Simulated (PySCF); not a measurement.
**$^{17}$O chemical shifts**

- structure optimised with GFN2-xTB
- σ from GIAO-PBE0/pcSseg-1
- code: PySCF 2.14
- one computed conformer, gas phase, rapidly exchanging positions averaged, non-relativistic Hamiltonian

Shieldings were converted by a linear fit to measured shifts: $^{17}$O: δ = 266.70 − 0.911σ (rms 10.7 ppm, 155 shifts, 12.2 ppm with the 3 outliers that the fit left out vs liquid water, solution or neat liquid). Occasional misses reach two or three times the rms, and more in compound classes unlike the fitted ones.

**Question.** Give the $^{17}$O shifts of `OC[C@@H]1O[C@@H](F)CO[SiH2]1`, `C=CCNC(=O)[C@H](C)O[SiH3]`, `OC[C@@H]1O[C@H](F)CO[SiH2]1`, `CO[SiH2]O[C@@H]1C[C@@H](F)O1`, `C[SiH2][C@@H](CC#N)OC1CC1`, `O[SiH2]/C(F)=C\[SiH2]O[SiH3]`, `CCO[Si@@H]1CC[Si@@H](O)C1`, `O[Si]1(CF)OCCCO1`, `CO[Si](O)(/C=C\F)OC`.

**Answer.** 
| compound | environment | δ (ppm) |
| --- | --- | --- |
| [OH:1][CH2:2][C@@H:3]1[O:4][C@@H:5]([F:6])[CH2:7][O:8][SiH2:9]1 | O4: ether oxygen | 30.8 |
| [OH:1][CH2:2][C@@H:3]1[O:4][C@@H:5]([F:6])[CH2:7][O:8][SiH2:9]1 | O1: alcohol oxygen | -11.1 |
| [OH:1][CH2:2][C@@H:3]1[O:4][C@@H:5]([F:6])[CH2:7][O:8][SiH2:9]1 | O8: oxygen bonded to C, Si, in a 6-membered ring | -51.8 |
| [CH2:1]=[CH:2][CH2:3][NH:4][C:5](=[O:6])[C@H:7]([CH3:8])[O:9][SiH3:10] | O6: amide-type carbonyl oxygen | 296.8 |
| [CH2:1]=[CH:2][CH2:3][NH:4][C:5](=[O:6])[C@H:7]([CH3:8])[O:9][SiH3:10] | O9: oxygen bonded to C, Si | -14.7 |
| [OH:1][CH2:2][C@@H:3]1[O:4][C@H:5]([F:6])[CH2:7][O:8][SiH2:9]1 | O4: ether oxygen | 32.1 |
| [OH:1][CH2:2][C@@H:3]1[O:4][C@H:5]([F:6])[CH2:7][O:8][SiH2:9]1 | O1: alcohol oxygen | -12.8 |
| [OH:1][CH2:2][C@@H:3]1[O:4][C@H:5]([F:6])[CH2:7][O:8][SiH2:9]1 | O8: oxygen bonded to C, Si, in a 6-membered ring | -53.2 |
| [CH3:1][O:2][SiH2:3][O:4][C@@H:5]1[CH2:6][C@@H:7]([F:8])[O:9]1 | O9: ether oxygen | 115.3 |
| [CH3:1][O:2][SiH2:3][O:4][C@@H:5]1[CH2:6][C@@H:7]([F:8])[O:9]1 | O4: oxygen bonded to C, Si | 49.0 |
| [CH3:1][O:2][SiH2:3][O:4][C@@H:5]1[CH2:6][C@@H:7]([F:8])[O:9]1 | O2: oxygen bonded to C, Si | -33.5 |
| C[SiH2][C@@H](CC#N)OC1CC1 | ether oxygen | 24.8 |
| [OH:1][SiH2:2]/[C:3]([F:4])=[CH:5]\[SiH2:6][O:7][SiH3:8] | O7: oxygen bonded to 2 Si | -17.6 |
| [OH:1][SiH2:2]/[C:3]([F:4])=[CH:5]\[SiH2:6][O:7][SiH3:8] | O1: oxygen bonded to Si, H | -21.6 |
| [CH3:1][CH2:2][O:3][Si@@H:4]1[CH2:5][CH2:6][Si@@H:7]([OH:8])[CH2:9]1 | O3: oxygen bonded to C, Si | 6.9 |
| [CH3:1][CH2:2][O:3][Si@@H:4]1[CH2:5][CH2:6][Si@@H:7]([OH:8])[CH2:9]1 | O8: oxygen bonded to Si, H | -7.9 |
| [OH:1][Si:2]1([CH2:3][F:4])[O:5][CH2:6][CH2:7][CH2:8][O:9]1 | O5/9: oxygen bonded to C, Si, in a 6-membered ring (×2) | 15.8 |
| [OH:1][Si:2]1([CH2:3][F:4])[O:5][CH2:6][CH2:7][CH2:8][O:9]1 | O1: oxygen bonded to Si, H | 5.0 |
| [CH3:1][O:2][Si:3]([OH:4])(/[CH:5]=[CH:6]\[F:7])[O:8][CH3:9] | O4: oxygen bonded to Si, H | 16.1 |
| [CH3:1][O:2][Si:3]([OH:4])(/[CH:5]=[CH:6]\[F:7])[O:8][CH3:9] | O2/8: oxygen bonded to C, Si (×2) | -10.8 |

In solution the two oxygens of a carboxylic acid give one averaged line by proton exchange, and hydrogen bonding shields acid and N–H amide carbonyl oxygens by tens of ppm; neither is in these numbers.
